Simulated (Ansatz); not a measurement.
Computed with Ansatz on PBE0-D4/def2-TZVP structures; ΔE is electronic, products minus reactants. CCSD(T)/CBS adds triple-zeta CCSD(T) − MP2 to the extrapolated MP2 energy (def2 sets, frozen cores). This one scheme is used for every species. DFT in def2-TZVPP. B3LYP here is the variant with VWN-RPA as its local correlation; programs differ in this. For Br outer-core shells are correlated without core-valence functions, which leaves a few kJ/mol of doubt a bond. Scalar relativity is left out up to krypton.

Reaction (ligand exchange at a B–Br bond): `BBBr` + HCl → `BBCl` + HBr

```csv
level,ΔE (kcal/mol)
BHLYP-D4,-1.2
B2PLYP,-1.1
PBE-QIDH,-0.6
B3LYP,-1.5
```

Problem. What does CCSD(T)/CBS give? (An estimate is asked.)

Solution. The calculation gave: -0.1 kcal/mol. The listed levels differ from it by -1.1, -1.0, -0.5, -1.4 kcal/mol.

Problem. What do rigid-rotor, harmonic-oscillator terms from PBE0-D4/def2-TZVP frequencies (298.15 K, 1 bar) make of the CCSD(T)/CBS value? (An estimate is asked.)

Solution. Computed: ΔZPE = -0.2 kcal/mol, ΔH = -0.4 kcal/mol, ΔS = -1 J/(mol·K), ΔG = -0.3 kcal/mol.

Largest T1 diagnostic among the species: 0.012.

In def2-TZVPP, CCSD(T) changes the Hartree–Fock value by +1.2 kcal/mol (the triples alone add +0.1 kcal/mol) and MP2 by +1.5 kcal/mol. Leaving LDA and LC-ωPBE aside and taking each functional with its dispersion term where it has one, the values, not all of them listed here, spread over 1.1 kcal/mol, from CAM-B3LYP-D4 to PBE-QIDH. At CCSD(T), def2-SVP lies −2.9 kcal/mol from the extrapolated value and def2-TZVPP −0.3 kcal/mol.
